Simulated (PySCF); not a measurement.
**How methods differ on the ionisation energy of Pt⁷⁰⁺**

Pt⁷⁰⁺ [He] 2s2 2p4 [2p1/2^2 2p3/2^2, M_J = 2] → Pt⁷¹⁺ [He] 2s2 2p3 [2p1/2^2 2p3/2^1, M_J = 3/2], as a difference of total energies. Computed with PySCF 2.14 in an uncontracted even-tempered set (16 s from 57 bohr⁻², ratio 2.4; 13 p from 74 bohr⁻², ratio 2.4; 5 d from 250 bohr⁻², ratio 2.6; 4 f from 380 bohr⁻², ratio 2.6), with the two-component X2C-1e Hamiltonian. Correlated levels: nothing frozen; the 28 highest virtual spinors dropped. "Screened" scales the spin-orbit matrix elements by Boettger's factors to mimic the two-electron term; Breit and QED terms are absent.

```json
{"method": "GHF (spin-free)", "ionisation energy (eV)": "18763.6"}
{"method": "GMP2 (spin-free)", "ionisation energy (eV)": "18765.5"}
{"method": "GHF (screened spin-orbit)", "ionisation energy (eV)": "18294.4"}
{"method": "GMP2 (screened spin-orbit)", "ionisation energy (eV)": "18294.8"}
```

For this ion Breit and QED terms and the two-electron picture change, all absent here, outweigh the correlation shift from GHF to GMP2.

The spin-free rows relax to the high-spin LS determinant and lack the spin-orbit shift.

The labels give the starting determinants; with spin-orbit coupling the two ends relaxed to ⟨J²⟩ = 6.00, ⟨L²⟩ = 3.31, ⟨S²⟩ = 1.38 and ⟨J²⟩ = 3.75, ⟨L²⟩ = 2.62, ⟨S²⟩ = 1.46.

For comparison: 18280 ± 60 eV (theoretical estimate listed by NIST; NIST Atomic Spectra Database, ionization energies).
